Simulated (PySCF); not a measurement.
# Radial density of Be⁺ (beryllium, charge +1)

UHF, [He] 2s1, 2S determinant. Calculation: PySCF 2.14, in x2c-TZVPall; the spin-free X2C one-electron Hamiltonian (Gaussian nucleus).

| r (bohr) | 4πr²ρ (e/bohr) | 4πr²(ρα − ρβ) |
| --- | --- | --- |
| 0.00661 | 0.01847 | 0.0006 |
| 0.0111 | 0.05045 | 0.0015 |
| 0.0187 | 0.1334 | 0.0040 |
| 0.0314 | 0.3405 | 0.0100 |
| 0.0529 | 0.8109 | 0.0234 |
| 0.0889 | 1.727 | 0.0481 |
| 0.150 | 3.045 | 0.0783 |
| 0.252 | 3.948 | 0.0819 |
| 0.423 | 3.109 | 0.0249 |
| 0.712 | 1.117 | 0.0107 |
| 1.20 | 0.3815 | 0.2736 |
| 2.01 | 0.4749 | 0.4738 |
| 3.39 | 0.1627 | 0.1627 |
| 5.70 | 0.005778 | 0.0058 |

Densities and radii are taken from the X2C orbitals without a picture-change correction, which distorts them close to the nucleus.
